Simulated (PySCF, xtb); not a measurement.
C₂H₃O₃, SMILES [O]C(=O)OC, multiplicity 2. Atoms are numbered in the order given.

```xyz
8

C     -0.0413     1.8107     0.0000
O      0.6873     0.5729     0.0000
C      0.0104    -0.5594     0.0000
O      0.6438    -1.6490     0.0000
O     -1.2292    -0.6599     0.0000
H     -1.1248     1.6335     0.0000
H      0.2473     2.3730     0.8986
H      0.2473     2.3730    -0.8986
```
Charge 0, spin multiplicity 2.

The structure is a stationary point at B3LYP-D3(BJ)/def2-SVP. The geometry has at least one imaginary mode, so it is a saddle point at that level. The isomer is the one that the SMILES or the coordinates give; other isomers of the formula were not compared.

Calculation: C-PCM-M06-2X/def2-SVP in PySCF 2.14.0.

The values are the electrostatic part of the solvation free energy, E(continuum) − E(gas) at the gas-phase geometry, in a cavity of scaled van der Waals radii (PySCF's table); cavitation and dispersion terms are not included. The dipole moment in vacuum is 3.45 D.

| solvent | ε | ΔG(elec) (kcal/mol) | dipole (D) |
|---|---|---|---|
| water | 78.36 | -4.8 | 4.14 |
| n-hexane | 1.88 | -2.1 | 3.74 |
| dichloromethane | 8.93 | -4.2 | 4.05 |

For comparison, GFN2-xTB/ALPB(water) (xtb, at the GFN2-xTB geometry, all terms of that model) gives -5.1 kcal/mol.
